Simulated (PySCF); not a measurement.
Au⁺ (gold, charge +1) across methods

[Xe] 4f14 5d9 6p1, one real determinant (an excited configuration). Computed with PySCF 2.14 in Sapporo-DKH3-DZP-2012 (8s6p5d2f, 65 functions), with the spin-free X2C one-electron Hamiltonian (Gaussian nucleus).

| method | E (hartree) | mean ε 5d α (eV) | mean ε 5d β (eV) | mean ε 6p α (eV) | Σ⟨r²⟩ (bohr²) | ⟨S²⟩ |
| --- | --- | --- | --- | --- | --- | --- |
| PBE | -19012.56 | -18.010 | -17.185 | -5.570 | 50.47 | 2.001 |
| PBEsol | -19006.81 | -18.066 | -17.231 | -5.632 | 50.47 | 2.001 |
| B3LYP | -19012.81 | -19.422 | -18.620 | -6.121 | 50.41 | 2.001 |
| UHF | -19006.75078 | -24.274 | -23.117 | -8.095 | 50.01 | 2.002 |
| wB97X-V | -19012.49 | -22.258 | -21.491 | -8.356 | 50.28 | 2.001 |
| r2SCAN | -19012.57 | -18.407 | -17.520 | -5.779 | 50.29 | 2.002 |
| LDA | -19000.77 | -18.271 | -17.469 | -5.705 | 50.54 | 2.000 |
| PBE0 | -19012.30 | -19.841 | -18.943 | -6.357 | 50.26 | 2.001 |

⟨L²⟩ = 8.02 against 12 for a pure F term, so this real determinant mixes terms. Spin-orbit coupling, absent here, splits the open shell strongly.
